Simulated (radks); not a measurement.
Task: The tungsten ion W54+, configuration [Ar] 4s2 (not the ground configuration). Method: Dirac Kohn-Sham, BLYP, spin-unpolarised, spherical densities, finite nucleus; Fermi nuclear charge, rms radius 5.3658 fm; computed with a radial shooting solver on a logarithmic mesh with Libxc functionals. Some entries of the table are withheld. Estimate them.

| orbital | occ. | eigenvalue (hartree) | r(max) (bohr) |
|---|---|---|---|
| 1s1/2 | 2 | -2692.691 | 0.01146 |
| 2s1/2 | 2 | (1) | (2) |
| 2p1/2 | 2 | (3) | 0.04879 |
| 2p3/2 | 4 | (4) | 0.05554 |
| 3s1/2 | 2 | -222.2862 | 0.1780 |
| 3p1/2 | 2 | -215.4658 | 0.1657 |
| 3p3/2 | 4 | -202.5811 | 0.1778 |
| 3d3/2 | 0 | -192.9749 | 0.1367 |
| 3d5/2 | 0 | -189.9696 | 0.1400 |
| 4s1/2 | 2 | -114.8534 | 0.3594 |
| 4p1/2 | 0 | -111.8623 | (5) |
| 4p3/2 | 0 | -107.0295 | (6) |

Result: 
(1) 2s1/2 eigenvalue (hartree): -579.6479
(2) 2s1/2 r(max) (bohr): 0.06564
(3) 2p1/2 eigenvalue (hartree): -561.8198
(4) 2p3/2 eigenvalue (hartree): -511.3684
(5) 4p1/2 r(max) (bohr): 0.3510
(6) 4p3/2 r(max) (bohr): 0.3689
